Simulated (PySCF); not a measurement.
PySCF input file for AlH7OSi2, SMILES [OH][Al]([SiH3])[SiH3], PBE-D3(BJ)/def2-SVP. Geometry optimised at PBE-D3(BJ)/def2-SVP. A frequency run showed that this geometry is not a minimum. The structure was generated by enumeration; whether it is a known compound was not checked. One conformer was computed; it need not be the lowest.

```python
import numpy as np
from pyscf import gto, scf, dft, df
from pyscf.hessian import thermo

mol = gto.M(
    atom='''
    Al   -0.30870077   -0.28365807   -0.00001292
    O    -1.55212919   -1.42389297    0.00163948
    H    -2.25787418   -2.07159366    0.00345941
    Si   -0.70431463    1.80489331   -1.24617794
    H     0.50001254    2.71430135   -1.23004960
    H    -1.86075013    2.58255042   -0.66243992
    H    -1.04532094    1.53334398   -2.69248669
    Si    1.73939678   -0.85511840    1.24510805
    H     2.75886761    0.25699796    1.20555496
    H     2.40087713   -2.09030126    0.67991126
    H     1.44318150   -1.14344868    2.69808137
    ''',
    basis='def2-SVP',
    charge=0,
    spin=0,
    max_memory=1600,
    verbose=3,
)
mf = dft.RKS(mol, xc='pbe').density_fit(auxbasis='def2-universal-jkfit')
mf.disp = 'd3bj'
mf.grids.level = 3
mf.conv_tol = 1e-11
mf.max_cycle = 100
mf.kernel()

# [left out here: the lines that compute and print the analytic Hessian (its translational invariance restored by hand, since the grid's response is missing), thermochemistry and intensities]
```

Log of the run:

```
[...]
Mode                                 6                   7                   8
Irrep
Freq [cm^-1]                      221.6183            292.0446            362.1500
Reduced mass [au]                   1.0900              7.0810              1.0976
Force const [Dyne/A]                0.0315              0.3558              0.0848
Char temp [K]                     318.8594            420.1872            521.0532
Normal mode                   x     y     z       x     y     z       x     y     z
       0  Al                -0.00  0.00  0.00    0.05  0.04  0.00    0.00  0.00  0.00
       1   O                -0.03  0.03  0.06    0.05  0.05 -0.00    0.00  0.00  0.00
       2   H                 0.36 -0.40 -0.77    0.05  0.05 -0.00    0.00  0.00  0.00
       3  Si                 0.00 -0.00 -0.00    0.03 -0.09  0.06   -0.01  0.02  0.03
       4   H                 0.02 -0.02 -0.04   -0.02 -0.03  0.01    0.09 -0.12 -0.18
       5   H                 0.00  0.04 -0.06   -0.00 -0.14  0.07   -0.01  0.29 -0.35
       6   H                 0.02 -0.07  0.00   -0.01 -0.14  0.07    0.13 -0.41  0.07
       7  Si                 0.00 -0.00 -0.00   -0.09  0.03 -0.06    0.01 -0.02 -0.03
       8   H                 0.02 -0.02 -0.04   -0.03 -0.02 -0.01   -0.10  0.10  0.18
       9   H                -0.04 -0.00 -0.06   -0.14  0.01 -0.07    0.29 -0.03  0.35
      10   H                 0.06 -0.03  0.00   -0.14  0.01 -0.07   -0.40  0.17 -0.07
Mode                                 9                  10                  11
Irrep
Freq [cm^-1]                      390.7308            439.8654            456.5769
Reduced mass [au]                   1.5410              1.3132              1.2598
Force const [Dyne/A]                0.1386              0.1497              0.1547
Char temp [K]                     562.1747            632.8684            656.9124
Normal mode                   x     y     z       x     y     z       x     y     z
       0  Al                -0.04  0.04 -0.04   -0.03  0.03  0.05   -0.03 -0.02  0.00
       1   O                -0.01  0.01 -0.01    0.00 -0.00 -0.01   -0.03 -0.03  0.00
       2   H                -0.04  0.05 -0.04    0.05 -0.06 -0.11   -0.03 -0.03 -0.00
       3  Si                -0.03 -0.06  0.02    0.02 -0.02 -0.04    0.04  0.02  0.01
       4   H                 0.19 -0.34  0.26   -0.08  0.11  0.16   -0.20  0.34 -0.27
       5   H                 0.11  0.17 -0.01    0.02 -0.27  0.32   -0.12 -0.23  0.03
       6   H                 0.12  0.19 -0.06   -0.14  0.36 -0.06   -0.14 -0.25  0.10
       7  Si                 0.06  0.02  0.02    0.02 -0.02 -0.04    0.03  0.04 -0.01
       8   H                 0.32 -0.22  0.27   -0.10  0.09  0.16    0.32 -0.23  0.27
       9   H                -0.18 -0.10 -0.01    0.26 -0.04  0.32   -0.25 -0.10 -0.03
      10   H                -0.20 -0.10 -0.06   -0.35  0.17 -0.07   -0.25 -0.12 -0.09
Mode                                12                  13                  14
Irrep
Freq [cm^-1]                      467.7907            802.7085            823.4893
Reduced mass [au]                   3.4303              1.1224              1.1925
Force const [Dyne/A]                0.4423              0.4261              0.4765
Char temp [K]                     673.0466           1154.9188           1184.8178
Normal mode                   x     y     z       x     y     z       x     y     z
       0  Al                -0.08  0.09 -0.08   -0.01  0.01 -0.01   -0.03 -0.03  0.00
       1   O                 0.01 -0.02  0.01    0.00 -0.00  0.00    0.04  0.04 -0.00
       2   H                 0.06 -0.06  0.06    0.02 -0.02  0.02    0.05  0.04  0.00
       3  Si                 0.03 -0.03  0.03    0.01 -0.04  0.02    0.01 -0.03  0.02
       4   H                -0.08  0.10 -0.10   -0.20  0.26 -0.22   -0.18  0.24 -0.20
       5   H                -0.06 -0.19  0.06    0.04  0.26 -0.28    0.03  0.25 -0.28
       6   H                -0.06 -0.21  0.09   -0.05  0.37 -0.05   -0.06  0.37 -0.05
       7  Si                 0.03 -0.03  0.03    0.03 -0.01  0.02   -0.03  0.01 -0.02
       8   H                -0.10  0.09 -0.10   -0.24  0.22 -0.22    0.22 -0.20  0.20
       9   H                 0.20  0.04  0.06   -0.26 -0.02 -0.28    0.26  0.01  0.28
      10   H                 0.21  0.04  0.08   -0.36  0.09 -0.05    0.36 -0.09  0.05
Mode                                15                  16                  17
Irrep
Freq [cm^-1]                      884.3226            895.4614            901.4638
Reduced mass [au]                   3.2086              1.0312              1.0348
Force const [Dyne/A]                1.4784              0.4872              0.4955
Char temp [K]                    1272.3433           1288.3696           1297.0057
Normal mode                   x     y     z       x     y     z       x     y     z
       0  Al                 0.08  0.07 -0.00    0.00 -0.00  0.00   -0.01 -0.01  0.00
       1   O                -0.12 -0.11  0.00   -0.00  0.00 -0.00    0.01  0.01 -0.00
       2   H                -0.13 -0.12  0.00   -0.00  0.00 -0.00    0.01  0.01 -0.00
       3  Si                -0.01 -0.02  0.01    0.02  0.01  0.00   -0.01  0.01  0.02
       4   H                -0.11  0.14 -0.10    0.14 -0.16  0.14    0.15 -0.19 -0.45
       5   H                 0.13  0.15  0.06   -0.27 -0.14 -0.35   -0.15 -0.24  0.06
       6   H                 0.17  0.08 -0.05   -0.44  0.09  0.09    0.30  0.20 -0.10
       7  Si                -0.02 -0.00 -0.01   -0.01 -0.02  0.00    0.01 -0.01 -0.02
       8   H                 0.13 -0.12  0.11    0.15 -0.15  0.14   -0.17  0.17  0.44
       9   H                 0.16  0.12 -0.07    0.17  0.25 -0.35   -0.25 -0.12 -0.06
      10   H                 0.09  0.17  0.05   -0.05  0.45  0.08    0.22  0.28  0.09
Mode                                18                  19                  20
Irrep
Freq [cm^-1]                      902.7569            903.4569           2122.2907
Reduced mass [au]                   1.2060              1.0311              1.0215
Force const [Dyne/A]                0.5791              0.4959              2.7107
Char temp [K]                    1298.8662           1299.8733           3053.5038
Normal mode                   x     y     z       x     y     z       x     y     z
       0  Al                 0.04  0.04 -0.00    0.00 -0.00 -0.01   -0.00  0.00 -0.00
       1   O                -0.05 -0.05  0.00    0.00  0.00  0.00   -0.00  0.00  0.00
       2   H                -0.06 -0.05  0.00    0.00  0.00  0.00    0.00 -0.00  0.00
       3  Si                 0.02  0.00  0.01    0.01 -0.01 -0.02    0.01 -0.01  0.01
       4   H                 0.13 -0.16  0.05   -0.18  0.23  0.43    0.24  0.16  0.01
       5   H                -0.25 -0.13 -0.34    0.20  0.27  0.01   -0.37  0.24  0.19
       6   H                -0.36  0.16  0.06   -0.22 -0.23  0.08   -0.09 -0.09 -0.41
       7  Si                 0.00  0.01 -0.01    0.01 -0.01 -0.02    0.01 -0.01  0.01
       8   H                -0.16  0.16 -0.01   -0.20  0.20  0.43   -0.18 -0.22  0.01
       9   H                -0.18 -0.25  0.35   -0.28 -0.16 -0.01   -0.20  0.38  0.18
      10   H                 0.14 -0.36 -0.05    0.24  0.22  0.09    0.10  0.08 -0.41
Mode                                21                  22                  23
Irrep
Freq [cm^-1]                     2126.4882           2136.3091           2136.5132
Reduced mass [au]                   1.0223              1.0497              1.0499
Force const [Dyne/A]                2.7236              2.8226              2.8236
Char temp [K]                    3059.5431           3073.6732           3073.9668
Normal mode                   x     y     z       x     y     z       x     y     z
       0  Al                 0.00  0.00 -0.00    0.00  0.00 -0.00   -0.00  0.00  0.00
       1   O                -0.00 -0.00  0.00   -0.00 -0.00  0.00    0.00 -0.00 -0.00
       2   H                -0.00 -0.00 -0.00   -0.00 -0.00 -0.00   -0.00  0.00  0.00
       3  Si                 0.01 -0.01  0.01   -0.01  0.01  0.02   -0.01  0.01  0.02
       4   H                 0.21  0.14  0.01    0.04  0.03  0.01    0.04  0.04  0.01
       5   H                -0.38  0.25  0.20    0.32 -0.22 -0.16    0.39 -0.26 -0.19
       6   H                -0.09 -0.08 -0.40   -0.11 -0.08 -0.45   -0.13 -0.09 -0.52
       7  Si                -0.01  0.01 -0.01    0.01 -0.01 -0.02   -0.01  0.01  0.02
       8   H                 0.16  0.19 -0.01    0.03  0.02 -0.01   -0.03 -0.02  0.01
       9   H                 0.21 -0.40 -0.19   -0.22  0.41  0.18    0.19 -0.36 -0.16
      10   H                -0.09 -0.08  0.42   -0.10 -0.11  0.53    0.09  0.09 -0.43
Mode                                24                  25                  26
Irrep
Freq [cm^-1]                     2143.2740           2145.7186           3980.3035
Reduced mass [au]                   1.0492              1.0486              1.0726
Force const [Dyne/A]                2.8395              2.8446             10.0120
Char temp [K]                    3083.6940           3087.2113           5726.7706
Normal mode                   x     y     z       x     y     z       x     y     z
       0  Al                -0.00  0.00 -0.00    0.00  0.00 -0.00    0.00  0.00 -0.00
       1   O                 0.00 -0.00  0.00   -0.00 -0.00 -0.00   -0.05 -0.04  0.00
       2   H                 0.00 -0.00  0.00    0.00  0.00 -0.00    0.71  0.65 -0.00
       3  Si                -0.02 -0.01 -0.01    0.02  0.01  0.00    0.00 -0.00  0.00
       4   H                 0.50  0.38  0.01   -0.51 -0.39 -0.01    0.00  0.00 -0.00
       5   H                 0.12 -0.09 -0.07   -0.11  0.08  0.06   -0.00  0.00 -0.00
       6   H                 0.04  0.04  0.22   -0.04 -0.03 -0.19   -0.00  0.00 -0.00
       7  Si                 0.01  0.02 -0.01    0.01  0.02 -0.00   -0.00  0.00 -0.00
       8   H                -0.43 -0.46  0.02   -0.44 -0.47  0.02    0.00  0.00  0.00
       9   H                 0.09 -0.14 -0.07    0.08 -0.12 -0.06    0.00 -0.00  0.00
      10   H                -0.04 -0.03  0.21   -0.03 -0.03  0.18    0.00 -0.00  0.00
temperature 298.1500 [K]
pressure 101325.00 [Pa]
Rotational constants [GHz] 3.91820 1.57232 1.15242
Symmetry number 1
Zero-point energy (ZPE) 0.05905 [Eh]   155035.947 [J/mol]
                           tot       elec      trans        rot        vib
Entropy [J/mol/K]       360.742      0.000    166.931    118.014     75.797
Cv [J/mol/K]            109.341      0.000     12.472     12.472     84.397
Cp [J/mol/K]            117.655      0.000     20.786     12.472     84.397
Internal energy [J/mol]                      3718.434   3718.434 167848.268
Internal energy [Eh]   -899.96721  -900.03397
Enthalpy [J/mol]                             6197.391   3718.434 167848.268
Enthalpy [Eh]          -899.96627
Gibbs free energy [J/mol]                  -43573.106 -31467.381 145249.343
Gibbs free energy [Eh] -900.00723
mode   freq/cm-1   IR/(km/mol)
   1     -393.09        81.911
   2      -33.10         0.001
   3      -22.96         0.347
   4       82.85         2.536
   5      145.27        25.081
   6      156.54         1.987
   7      221.62       121.406
   8      292.04         0.894
   9      362.15         0.001
  10      390.73        11.990
  11      439.87        11.557
  12      456.58         6.133
  13      467.79        75.063
  14      802.71       389.854
  15      823.49        92.942
  16      884.32        18.459
  17      895.46         8.741
  18      901.46         2.195
  19      902.76        93.016
  20      903.46        56.326
  21     2122.29       144.395
  22     2126.49         0.701
  23     2136.31         1.110
  24     2136.51       158.240
  25     2143.27        12.946
  26     2145.72       151.962
  27     3980.30       227.024
max |gradient| / (hartree/bohr): 0.00010132476146182
APT charges: [ 1.0018 -0.8904  0.3339  0.443  -0.2133 -0.225  -0.2274  0.443  -0.2133
 -0.2254 -0.2269]
```

The calculation finished and met its thresholds. The end point has an imaginary mode, so it is no minimum.

Cost: roughly 2.8 core-minutes.
